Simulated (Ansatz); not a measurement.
Total energies of `[CH3][In]1[CH2][S]1`.

| atom | x (Å) | y (Å) | z (Å) |
| --- | --- | --- | --- |
| C1 | 1.065 | 0.774 | 1.569 |
| In2 | -0.132 | -0.054 | 0.043 |
| C3 | -1.319 | -0.878 | -1.482 |
| S4 | 0.225 | -0.298 | -2.332 |
| H5 | 2.009 | 0.228 | 1.598 |
| H6 | 1.265 | 1.816 | 1.321 |
| H7 | 0.568 | 0.709 | 2.535 |
| H8 | -1.460 | -1.955 | -1.486 |
| H9 | -2.220 | -0.342 | -1.765 |

Charge 0, multiplicity 1. Correlated methods include outer-core shells of In, which these sets cover unevenly. In takes the def2 core potential. All single points use the PBE0-D4/def2-TZVP geometry. Basis def2-TZVPP, Ansatz.

RPA on PBE orbitals: Hartree–Fock energy of these orbitals -665.34070 Eh, correlation -1.28348 Eh (frozen core).

```
functional  energy without D4 (Eh)  D4 term (kJ/mol)
       PBE              -667.29208             -17.7
   LC-ωPBE              -667.42755                 –
```

**Question.** Give the same for LDA (SPW92), revPBE, BLYP, r2SCAN, B97M-V, PBE0, B3LYP, r2SCANh, r2SCAN0, HSE06 (plane-wave form), BHLYP, CAM-B3LYP, ωB97X-V, ωB97M-V, B2PLYP, PBE-QIDH. (Best estimate.)

**Answer.** Computed: 
| functional | energy without D4 (Eh) | D4 term (kJ/mol) |
| --- | --- | --- |
| LDA (SPW92) | -665.13388 | – |
| revPBE | -667.52827 | -48.4 |
| BLYP | -667.47855 | -38.2 |
| r2SCAN | -667.56506 | -4.1 |
| B97M-V | -667.47195 | – |
| PBE0 | -667.33286 | -15.0 |
| B3LYP | -667.65704 | -29.0 |
| r2SCANh | -667.54529 | -4.4 |
| r2SCAN0 | -667.51697 | -5.0 |
| HSE06 (plane-wave form) | -667.31949 | -14.2 |
| BHLYP | -667.42838 | -25.7 |
| CAM-B3LYP | -667.50378 | -15.5 |
| ωB97X-V | -667.46113 | – |
| ωB97M-V | -667.44709 | – |
| B2PLYP | -667.15201 | – |
| PBE-QIDH | -667.03051 | – |

B3LYP takes the VWN-RPA correlation (the form of Gaussian; ORCA's B3LYP/G). HSE06 is the plane-wave form, built on full-range PBE exchange. The double hybrids freeze the cores in their second-order part.

LC-ωPBE has ω = 0.4 bohr⁻¹.
